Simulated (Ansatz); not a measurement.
Input file for `N#[C][In]([F])[Cl]`:

```yaml
crystal:
  periodic: [false, false, false]
  atoms:
    - {symbol: N, position_ang: [-1.392608, 1.451352, 1.648783]}
    - {symbol: C, position_ang: [-0.781871, 0.784371, 0.934852]}
    - {symbol: In, position_ang: [0.330374, -0.389556, -0.376358]}
    - {symbol: F, position_ang: [0.434397, -2.280855, -0.039717]}
    - {symbol: Cl, position_ang: [1.459708, 0.360989, -2.209062]}
basis:
  gaussian: {orbitals: def2-SVP}
correlation: {method: ccsd_t}
```

```sh
$ ansatz run in.yaml --threads 2 --pin off --events-out ev --progress --plain
```

The program prints (abridged):

```
Functional definition: HF
912 factors; integrals over basis functions are off by at most 4.0e-4 eV
mean field evaluation 1: about -22859.5247 eV, gradient 4.2e1 eV
mean field evaluation 2: about -22859.6784 eV, gradient 4.2e1 eV
mean field evaluation 4: about -22863.8070 eV, gradient 3.5e0 eV
mean field evaluation 8: about -22863.8735 eV, gradient 4.1e-1 eV
mean field -22863.87430875 eV, -840.2318831560 hartree, gradient 2.5e-6 eV, S^2 0.000000; 0 other end points of the search recorded, 0 dependent functions left out
12 core orbitals not correlated: weight in the atoms' cores, before any rotation towards them, 1.000 or more for the frozen orbitals, at most 0.000 for the correlated occupied ones
reference -22863.87430875 eV, -840.2318831560 hartree; 18, 18 occupied and 56, 56 virtual orbitals, 912 factors
second order -18.25794720 eV of doubles, -0.00000000 eV of singles
cycle   1  -18.10297020 eV  change    1.5e-1 eV  update   1.2e-1
cycle   2  -18.61134786 eV  change   -5.1e-1 eV  update   3.9e-2
cycle   3  -18.75311747 eV  change   -1.4e-1 eV  update   2.2e-2
cycle   4  -18.75887122 eV  change   -5.8e-3 eV  update   6.5e-3
cycle   5  -18.75825061 eV  change    6.2e-4 eV  update   2.7e-3
cycle   6  -18.75949497 eV  change   -1.2e-3 eV  update   8.3e-4
cycle   7  -18.75955156 eV  change   -5.7e-5 eV  update   3.1e-4
cycle   8  -18.75954505 eV  change    6.5e-6 eV  update   9.8e-5
cycle   9  -18.75958148 eV  change   -3.6e-5 eV  update   4.2e-5
perturbative correction -0.58228646 eV, -0.0213986328 hartree
Total energy: -22883.21617670 eV, -840.9426836926 hartree
```

Hardware: 2 threads of a server CPU on a shared host. Wall time 3.4 s, peak host memory 0.32 GiB.

The correlation energy is -19.342 eV, 3.0 % of it from (T); the T1 diagnostic reads 0.0138.
